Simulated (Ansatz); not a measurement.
`S[SiH2]BCl` + H₂Se → `S[SiH2][SeH]` + `BCl`  (cleavage of the Si–B bond)

Computed with Ansatz on PBE0-D4/def2-TZVP structures; ΔE is electronic, products minus reactants. CCSD(T)/CBS adds triple-zeta CCSD(T) − MP2 to the extrapolated MP2 energy (def2 sets, frozen cores). This one scheme is used for every species. Functionals use def2-TZVPP. For Se outer-core shells are correlated without core-valence functions, which leaves a few kJ/mol of doubt a bond. Scalar relativity is left out up to krypton. Each species was taken in one conformer, which may not be the lowest.

| species | r2SCAN energy (Eh) |
| --- | --- |
| `S[SiH2]BCl` | -1175.12365 |
| H₂Se | -2402.73603 |
| `S[SiH2][SeH]` | -3091.65379 |
| `BCl` | -486.23540 |

Problem. Work out ΔE.

Solution. ΔE = (-3091.65379) + (-486.23540) − (-1175.12365) − (-2402.73603) = -0.02951 Eh = -77.5 kJ/mol. CCSD(T)/CBS gives -81.6 kJ/mol.

Largest T1 diagnostic among the species: 0.013.

From r2SCAN to r2SCAN0 (25 % exact exchange), in def2-TZVPP and without D4, ΔE moves by −3.9 kJ/mol. At CCSD(T), def2-SVP lies +13.3 kJ/mol from the extrapolated value and def2-TZVPP +3.9 kJ/mol. Leaving LDA and LC-ωPBE aside and taking each functional with its dispersion term where it has one, the values, not all of them listed here, spread over 13.1 kJ/mol, from BHLYP-D4 to PBE-D4. LDA lies +4.4 kJ/mol from PBE without D4.
